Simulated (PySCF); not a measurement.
Molecule: CH$_{4}$B, net charge 0, doublet state. It need not be the lowest isomer of its formula. SMILES: [BH]C
Structure (B3LYP-D3(BJ)/def2-TZVP (Ansatz) minimum search):
```xyz
6

B      0.9498    -0.0292    -0.1000
C     -0.5845    -0.0711    -0.0092
H      1.6916     0.7974     0.3331
H     -1.0420     0.9100    -0.1870
H     -1.0796    -0.8178    -0.6312
H     -0.8118    -0.3173     1.0407
```
Charge 0, spin multiplicity 2.

Dispersion corrections to the total energy (kcal/mol) from the dftd3 and dftd4 libraries through PySCF: D3(BJ) without and D4 with the three-body term, each with the damping fitted for the functional named.

| functional | D3(BJ) | D4 |
|---|---|---|
| B2GP-PLYP | -0.84 | -0.50 |
| BHLYP | -1.97 | -1.38 |
| r2SCAN | [?] | -0.29 |
| PBE0 | [?] | -1.03 |
| revPBE | -4.16 | [?] |
| HF | -15.41 | -5.47 |
| B2PLYP | -1.14 | -0.87 |

**Question.** Some entries are withheld; supply them.

**Answer.** 
- r2SCAN, D3(BJ): -0.38
- PBE0, D3(BJ): -1.25
- revPBE, D4: -4.91
